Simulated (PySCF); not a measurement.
Energies from PySCF, thermal terms from the rigid-rotor harmonic-oscillator model, ideal gas at 1 bar. The comparison is the NASA 1993 polynomial table, which mixes measured and estimated data. 6-31G* has spherical d functions here. All species are closed-shell singlets. B3LYP is the form with VWN-RPA correlation. The harmonic model lacks anharmonicity and excited electronic states, which grow with temperature; levels with a mode under 35 cm⁻¹ are left out. Internal rotation in C₆H₅OH (phenol) is treated as a harmonic vibration of one conformer, which makes the entropy rough. The table's entry may be an old estimate for C₆H₅OH (phenol) (not checked at source).

Harmonic frequencies at B3LYP/6-31G* (cm⁻¹): 234, 364, 407, 423, 519, 535, 632, 701, 765, 826, 833, 888, 953, 981, 1014, 1052, 1104, 1188, 1202, 1212, 1307, 1367, 1386, 1521, 1551, 1656, 1670, 3166, 3187, 3196, 3211, 3219, 3747. Point group Cs; S°(298 K) = 311.9 J/mol/K at this level.

Problem. Work out Cp and S° of gaseous C₆H₅OH (phenol) at 500, 800, 1200, 1600, 2000 K from these, and set them beside the table.

Solution. 
```tsv
T (K)	Cp B3LYP/6-31G*	Cp table	S° B3LYP/6-31G*	S° table
500	157.8	161.6	378.0	383.2
800	209.9	212.2	464.7	471.7
1200	246.8	246.1	557.6	564.9
1600	267.3	265.8	631.7	638.6
2000	279.4	278.4	692.8	699.4
```
Units J/mol/K.
